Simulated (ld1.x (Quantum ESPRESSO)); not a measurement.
**What the settings do to the TM potential of calcium (Ca)**

Base potential:

- Element: Ca (Z = 20)
- Generator: ld1.x (Quantum ESPRESSO) 7.5
- Type: norm-conserving Troullier–Martins (Kleinman–Bylander form)
- Functional: PBE
- Relativity: scalar-relativistic
- Frozen core: [Ne] 3s2
- Valence charge: 8
- Reference configuration: 3p6 3d0 4s2 4p0
- Partial waves: 4s (bound): rc 3.40 bohr; 3d (bound, empty): rc 3.00 bohr; 3p (bound): rc 1.65 bohr
- Local potential: the p channel
- Core correction: a·sin(br)/r model core inside 1.45 bohr

Cutoffs, loose and tight: the cutoffs (Ry, on a coarse ladder) from which the occupation-weighted sum of valence levels, in a spherical-Bessel basis at the reference potential, stays within 10 and 1 mRy of its value at 400 Ry. They do not see the model core or the augmentation charge, which bear on the density cutoff. Test errors are all-electron minus pseudo excitation energies from the reference, over the configurations 3p6 3d0 4s1 4p0; 3p6 3d0 4s0 4p0; 3p6 3d0 4s1.5 4p0; 3p6 3d1 4s1 4p0; 3p6 3d0 4s1 4p1; 3p6 3d0.5 4s1.5 4p0; 3p6 3d0 4s0 4p1. A dash means not determined; rows that change the core or the reference have their own tests.

A true bound ghost makes a file unfit for plane-wave use even where its test errors are small: the radial tests pick states by their node count and pass the ghost by.

On the changes marked as counting shells twice: ld1.x takes every shell without a wave as core, so the model core holds the marked electrons as well and exchange and correlation see them twice. This cancels in the reference configuration, but the file is broken for other ones, and its errors say nothing about a proper core correction.

```tsv
change	outcome	cutoff, loose	cutoff, tight	bound ghosts	largest test error (meV)
base	generated	30 Ry	50 Ry	s	+21
wave 3p (bound): rc 1.65 bohr becomes 3p (bound): rc 1.24 bohr	generated	55 Ry	80 Ry	s	+21
all radii but the core radius scaled by about 1.34 (s 4.56, p 2.22, d 4.02 bohr)	generated	30 Ry	45 Ry	s	+157
functional Wu–Cohen	generated	30 Ry	50 Ry	s	+20
core correction none	generated	30 Ry	50 Ry	s	+45
core [Ne], valence charge 10; reference 3s2 3p6 3d0 4s2 4p0; waves now 3s (bound): rc 1.10 bohr; 3p (bound): rc 1.25 bohr; 3d (bound): rc 1.75 bohr; local potential the d channel; core correction a·sin(br)/r model core, default radius (core density twice the valence density) (4s counted twice)	generated	90 Ry	160 Ry	none	-697
```

(1) What comes out with this change to the base: reference 3p6 3d0 4s1 4p0?

Answers

(1) outcome: generated; cutoff, loose: 30 Ry; cutoff, tight: 50 Ry; bound ghosts: s; largest test error (meV): +39.
